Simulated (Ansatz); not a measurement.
Born–Oppenheimer molecular dynamics of CH6BClFN (11 atoms, charge 0, multiplicity 1). It starts at the highest image of a converged band, a first-order saddle point between two minima.

Level of theory: Ansatz, RHF/6-31G*.

```json
{"ensemble": "NVE (velocity Verlet)", "time step": "0.5 fs", "steps asked": "200", "starting velocities drawn for": "100 K", "seed": "4820"}
```

First frame:

```xyz
11
Properties=species:S:1:pos:R:3
B 0.025 -0.107 0.138
N -0.014 0.183 1.638
H -0.807 -0.210 2.119
H 0.834 -0.018 2.141
C 1.357 -0.085 -0.666
H 1.817 -1.073 -0.639
H 1.166 0.157 -1.705
H 2.066 0.633 -0.273
F -1.130 -0.490 -0.330
Cl -0.246 2.914 0.745
H -0.128 1.257 1.604
```

How far do the bonds stretch over the last three quarters of this one trajectory? (Pairs bonded in most of those frames.)


| bond | mean (Å) | spread (Å) | shortest | longest |
| --- | --- | --- | --- | --- |
| B1–N2 | 1.511 | 0.022 | 1.47 | 1.54 |
| B1–C5 | 1.555 | 0.010 | 1.53 | 1.58 |
| B1–F9 | 1.305 | 0.008 | 1.29 | 1.33 |
| N2–H3 | 1.006 | 0.002 | 1.00 | 1.01 |
| N2–H4 | 1.006 | 0.002 | 1.00 | 1.01 |
| N2–H11 | 1.136 | 0.051 | 1.07 | 1.30 |
| C5–H6 | 1.093 | 0.026 | 1.05 | 1.13 |
| C5–H7 | 1.085 | 0.011 | 1.07 | 1.11 |
| C5–H8 | 1.084 | 0.011 | 1.07 | 1.10 |

Pairs bonded in part of these frames only: Cl10–H11 15 %.

Mean temperature of the second half: 60 K. The conserved energy stayed within 0.085 meV per atom of its start (net change 0.032 meV per atom), so the integration is sound. A run of 0.1 ps of so small a system gives no equilibrium averages. The orbitals stay closed-shell, which can raise the energy where a bond breaks towards radicals; this wasn't checked here.

Time of the run: 5.4 min on 1 thread of AMD EPYC 7R43 64-Core Processor (Zen 3), on a shared host, peak memory 0.18 GiB.
